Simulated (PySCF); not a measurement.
## Radial density of Cl³⁺ (chlorine, charge +3)

M06-2X, [Ne] 3s2 3p2, high-spin 3P determinant. Computed with PySCF 2.14 in aug-cc-pwCVQZ (10s9p7d5f3g, 134 functions), with no relativity, point nucleus.

```
r (bohr)  4πr²ρ (e/bohr)  4πr²(ρα − ρβ)
 0.00140         0.07606         0.0000
 0.00236          0.2084         0.0000
 0.00397          0.5580         0.0000
 0.00667           1.440         0.0000
  0.0112           3.489         0.0000
  0.0189           7.614         0.0004
  0.0318           13.95         0.0032
  0.0534           19.22         0.0199
  0.0899           17.49         0.0900
   0.151           13.20         0.2707
   0.254           17.93         0.4011
   0.428           15.89         0.0806
   0.719           4.640         0.3201
    1.21           3.476         1.5851
    2.03           1.298         0.6913
    3.42         0.04251         0.0292
    5.76       3.180e-05         0.0000
```
